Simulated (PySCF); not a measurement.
# Pb²⁺ (lead, charge +2) across methods

[Xe] 4f14 5d10 6s2, closed-shell 1S. Computed with PySCF 2.14 in cc-pVTZ-PP with ECP60MDF, with a scalar-relativistic core potential. The B2PLYP total includes its PT2 part (frozen core); its orbital energies are those of the SCF part.

| method | E (hartree) | mean ε 5p (eV) | mean ε 5d (eV) | mean ε 6s (eV) | Σ⟨r²⟩ (bohr²) | ⟨S²⟩ |
| --- | --- | --- | --- | --- | --- | --- |
| UHF | -191.10933 | -121.64 | -45.903 | -30.103 | 38.80 | 0.000 |
| MN15 | -191.6981 | -106.07 | -40.342 | -29.610 | 38.65 | 0.000 |
| TPSS | -192.0220 | -104.18 | -37.845 | -27.260 | 38.57 | 0.000 |
| LDA | -191.7934 | -103.58 | -37.913 | -27.840 | 38.67 | 0.000 |
| B3LYP | -192.1403 | -107.62 | -39.670 | -28.282 | 38.65 | 0.000 |
| PBE | -192.1043 | -103.67 | -37.798 | -27.387 | 38.58 | 0.000 |
| PBE0 | -192.0743 | -108.43 | -40.105 | -28.330 | 38.54 | 0.000 |
| B2PLYP | -191.7585 | -113.45 | -42.262 | -29.076 | 38.70 | 0.000 |
| r2SCAN | -192.1576 | -106.10 | -38.510 | -27.578 | 38.42 | 0.000 |

Energies and moments cover only the electrons outside the core potential. Spin-orbit coupling, which splits the p, d and f shells strongly at this Z, is absent.
